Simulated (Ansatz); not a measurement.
## Ligand exchange: C2H5Cl + SnH3(NH2) → C2H7N + SnH3Cl

Species: C2H5Cl (chloroethane) `CCCl`, singlet; SnH3(NH2), singlet; C2H7N (ethanamine) `CCN`, singlet; SnH3Cl `[Cl][SnH3]`, singlet. The partners trade Cl for NH2: C–Cl and Sn–NH2 bonds give way to C–NH2 and Sn–Cl.

Shapes, held fixed at every level: PBE0-D4/def2-TZVP. Flexible molecules stand in one conformer, not always the lowest. Programs: Ansatz 0.2.0. The zero-point and thermal change to 298 K, harmonic and unscaled (PBE0-D4/def2-TZVP), is +5.1 kJ/mol.

```
              level                   kind  ΔH(298 K) (kJ/mol)  less CCSD(T)/def2-TZVPP
   SPW92/def2-TZVPP                    LDA               -79.1                     -4.0
B3LYP-D4/def2-TZVPP          global hybrid               -80.7                     -5.6
BHLYP-D4/def2-TZVPP          global hybrid               -87.3                    -12.2
 PBE0-D4/def2-TZVPP          global hybrid               -82.8                     -7.7
       MP2/def2-SVP    perturbation theory               -93.3                    -18.2
     MP2/def2-TZVPP    perturbation theory               -73.3                     +1.8
 CCSD(T)/def2-TZVPP  coupled cluster or CI               -75.1                      0.0
```

The highest level, CCSD(T)/def2-TZVPP, gives ΔH(298 K) = -75.1 kJ/mol; the levels span -93.3 to -73.3. The column of differences is taken from that level and isn't an error. No measured value is set beside it here. For atoms past krypton def2 sets carry core potentials with scalar relativity. Correlated rows may include outer-core shells of Sn, which these sets cover unevenly.
